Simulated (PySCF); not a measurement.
Species: C₆H₁₂FN.
Structure used (PBE0-D3(BJ)/def2-SVP), in Å, numbered top down from 1:
```xyz
20
C6H12FN angstrom
C     -0.3338    2.0295    0.3626
N     -0.9117    0.9239    0.5512
C     -0.4210   -0.3026   -0.0707
C     -0.8249   -1.4556    0.8465
C      1.0823   -0.3407   -0.3975
C      2.0165   -0.2559    0.7997
C     -1.2145   -0.4447   -1.3706
F     -0.8595    0.5280   -2.2703
H     -0.7695    2.9366    0.8082
H      0.5910    2.1697   -0.2260
H     -1.9159   -1.4661    0.9851
H     -0.5031   -2.4262    0.4387
H     -0.3731   -1.3297    1.8400
H      1.3076    0.4588   -1.1204
H      1.2731   -1.2802   -0.9439
H      1.8333    0.6463    1.4026
H      3.0662   -0.2265    0.4714
H      1.9072   -1.1235    1.4674
H     -2.2918   -0.3496   -1.1585
H     -1.0166   -1.4305   -1.8257
```

Linear response at CAM-B3LYP/def2-SVPD (PySCF, frozen core in the response, non-relativistic).

Static isotropic polarisability: 80.99 au (12.00 Å³), principal values 73.7, 79.8, 89.4 au.

Question: What is the polarisability at 1064 nm and at the sodium D line?

Answer: 81.53 au at 1064 nm (+0.7 %), 82.81 au at 589.3 nm (+2.3 %). The rise at 589.3 nm is 3.34 times that at 1064 nm; a pure ω² law gives 3.26. The lowest singlet lies at 259 nm, shorter than both wavelengths.

Question: What is the isotropic C6 coefficient between two such molecules, C6 = (3/π)∫α(iω)² dω?

Answer: 2979 au (Eh·bohr⁶) by a ten-point quadrature over imaginary frequencies, which is 1780 eV·Å⁶ or 172 J·nm⁶/mol.

Question: Which effective excitation energy ω̄ makes London's formula C6 = (3/4)α²ω̄ exact here?

Answer: ω̄ = 4·C6/(3α²) = 0.606 Eh = 16.5 eV. A one-pole form α(ω) = α/(1 − ω²/ω̄²) fitted to the 1064 nm value gives 14.2 eV.

Question: What molar refraction at the D line follows from R = (4π/3)·N_A·α′, with α′ the polarisability volume?

Answer: α′ = 12.27 Å³ gives R = 30.96 cm³/mol, for isolated, non-vibrating species.

Question: How anisotropic is the static polarisability, by Δα² = ½[(α1 − α2)² + (α2 − α3)² + (α3 − α1)²]?

Answer: Δα = 13.7 au, or 0.17 of the isotropic value.

Question: How many electrons N does the Slater–Kirkwood formula C6 = (3/4)·√N·α^(3/2) need to give this C6?

Answer: N = (4·C6/3)²/α³ = 29.7; the species has 64 electrons in all.

Question: The lowest 6 singlets have (eV, f): 4.79, 0.001; 7.30, 0.008; 7.68, 0.181; 7.78, 0.030; 7.98, 0.018; 8.06, 0.047. What share of the static polarisability do they carry in the sum over states α = Σ f/ω²?

Answer: 3.52 au, 4.3 % of α; the largest term, 2.27 au, is that of the state at 7.68 eV. Their oscillator strengths add up to 0.28. Higher states carry the rest.

Question: What n − 1 at the D line would an ideal gas of it have at 273.15 K and 1 atm (2.6868 × 10¹⁹ cm⁻³), by n − 1 = 2π·N·α′?

Answer: 20.72 × 10⁻⁴, a formal value whether or not that pressure can be reached.

Question: What three-body coefficient follows from the one-pole estimate C9 = (3/4)·α·C6?

Answer: 181000 au. This is an estimate from the two numbers above, not a computed integral.

The run took 1.9 min on Arm Neoverse V2, one thread, no GPU, shared host. This is the whole response run at CAM-B3LYP/def2-SVPD, SCF included.

One conformer stands for the species.
